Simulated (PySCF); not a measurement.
# How methods differ on the ionisation energy of Ca⁵⁺

Ca⁵⁺ [Ne] 3s2 3p3 (4S) → Ca⁶⁺ [Ne] 3s2 3p2 (3P), as a difference of total energies. Computed with PySCF 2.14 in an even-tempered Gaussian basis (20 s from 0.19 bohr⁻², ratio 2.5; 13 p from 0.24 bohr⁻², ratio 2.5; 5 d from 1.9 bohr⁻², ratio 2.7; 5 f from 2.9 bohr⁻², ratio 2.7), with scalar relativity by spin-free X2C-1e. Correlated levels: outer shells: 1s2 frozen; virtual orbitals above 40 to 60 times the deepest correlated orbital energy dropped. The calculations carry no spin-orbit coupling.

```json
{"method": "UHF", "ionisation energy (eV)": "107.18"}
{"method": "LDA", "ionisation energy (eV)": "107.92"}
{"method": "PBE", "ionisation energy (eV)": "107.84"}
{"method": "PBE0", "ionisation energy (eV)": "107.95"}
{"method": "r2SCAN", "ionisation energy (eV)": "108.22"}
{"method": "PW91", "ionisation energy (eV)": "107.94"}
{"method": "r2SCAN0", "ionisation energy (eV)": "108.20"}
{"method": "MP2 (outer shells)", "ionisation energy (eV)": "107.75"}
{"method": "SCS-MP2 (outer shells)", "ionisation energy (eV)": "107.55"}
```

Problem. How much does correlation contribute at MP2 (outer shells)?

Solution. 107.75 − (107.18) = 0.57 eV, measured against UHF.

A first-order spin-orbit estimate (lowest level to lowest level, LS coupling) adds -0.312 eV.

For comparison: 108.78 ± 0.25 eV (semi-empirical (NIST evaluation); NIST Atomic Spectra Database, ionization energies).
